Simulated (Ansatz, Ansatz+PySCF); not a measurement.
| atom | x (Å) | y (Å) | z (Å) |
| --- | --- | --- | --- |
| Ge | 0.0050 | -0.0070 | -0.0052 |
| H | 0.8799 | 0.8940 | 0.8876 |
| H | 0.8883 | -0.8959 | -0.8821 |
| H | -0.8958 | 0.8858 | -0.8928 |
| H | -0.8810 | -0.8824 | 0.8932 |

Basis set: def2-SVP (spherical functions). Correlated methods keep 9 orbitals frozen. Charge 0, multiplicity 1.

Computed with Ansatz (development build ahead of 0.2.0); each method stands on the lowest determinant of its kind that the runs found. Restricted open shells among the atoms or ions are ROHF, correlated in semicanonical orbitals with singles.

The atomization energy at this shape (free ground-state atoms in the same class of orbitals less the molecule, no zero-point energy) of singlet GeH₄:

```
     method  atomization energy
RHF-CCSD(T)            12.25 eV
    RHF-MP2            11.87 eV
        UHF             9.75 eV
```

Question: What does RHF give?

Answer: 9.85 eV.
